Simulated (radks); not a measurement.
The numbers below are computed, except where a source is named.
Species: I2+. Configuration: [Kr] 4d10 5s2 5p3. Level of theory: Dirac Kohn-Sham, LDA (Slater exchange, Perdew-Wang correlation), spin-unpolarised, spherical densities, finite nucleus; open shells fill j = l - 1/2 first; Fermi nuclear charge, rms radius 4.75 fm (a radial shooting solver on a logarithmic mesh with Libxc functionals).

Normalised radial functions P(r) = r R(r) (large component), r in bohr:

| r | 4d3/2 |
|---|---|
| 0.003916 | 0.0002 |
| 0.005223 | 0.0004 |
| 0.00691 | 0.0008 |
| 0.009217 | 0.0017 |
| 0.01219 | 0.0036 |
| 0.01627 | 0.0076 |
| 0.02152 | 0.0156 |
| 0.0287 | 0.0319 |
| 0.03798 | 0.0618 |
| 0.05025 | 0.1147 |
| 0.06702 | 0.2037 |
| 0.08868 | 0.3290 |
| 0.1183 | 0.4829 |
| 0.1565 | 0.6049 |
| 0.2087 | 0.6048 |
| 0.2762 | 0.3831 |
| 0.3683 | -0.0930 |
| 0.4874 | -0.6585 |
| 0.65 | -1.0742 |
| 0.8601 | -1.1215 |
| 1.147 | -0.8477 |
| 1.518 | -0.4807 |
| 2.008 | -0.1987 |
| 2.679 | -0.0538 |
| 3.544 | -0.0092 |
| 4.727 | -0.0008 |
| 6.254 | 0.0000 |

4d3/2: eigenvalue -71.344 eV, 1 radial node at r = 0.351 bohr, <r> = 0.913 bohr, 90 % of the charge inside 1.39 bohr.
